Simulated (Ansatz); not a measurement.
`C1=[N][SnH2][NH]1`. Charge 0, multiplicity 1. Sn takes the def2 core potential. The geometry is a stationary point of PBE0-D4/def2-TZVP.

```xyz
8

C     0.310    0.457   -1.115
N    -0.110   -0.750   -1.314
Sn   -0.403   -0.922    0.731
N     0.418    0.912    0.169
H     0.599    1.108   -1.948
H     0.610   -1.878    1.718
H    -1.981   -0.813    1.373
H     0.558    1.886    0.386
```

Question: What is the dipole moment at r2SCAN/def2-TZVPP? (Estimate.)

Answer: Ansatz gave: 2.88 D, with components (-0.17, 1.25, 2.59) D in this frame, pointing from negative to positive charge.

Question: And with PBE, B3LYP, ωB97M-V? (Best estimate.)

Answer: The calculation gave: PBE 2.79 D, B3LYP 2.86 D, ωB97M-V 2.95 D.

Question: Give the Mulliken charges with r2SCAN, B3LYP, PBE in def2-TZVPP. (Best estimate.)

Answer: Ansatz gave: 
| atom | r2SCAN | B3LYP | PBE |
| --- | --- | --- | --- |
| C1 | 0.21 | 0.09 | 0.06 |
| N2 | -0.56 | -0.50 | -0.44 |
| Sn3 | 0.90 | 0.90 | 0.82 |
| N4 | -0.52 | -0.47 | -0.42 |
| H5 | 0.06 | 0.09 | 0.07 |
| H6 | -0.11 | -0.12 | -0.11 |
| H7 | -0.11 | -0.12 | -0.11 |
| H8 | 0.14 | 0.12 | 0.13 |

B3LYP here is the variant with VWN-RPA as its local correlation; programs differ in this.
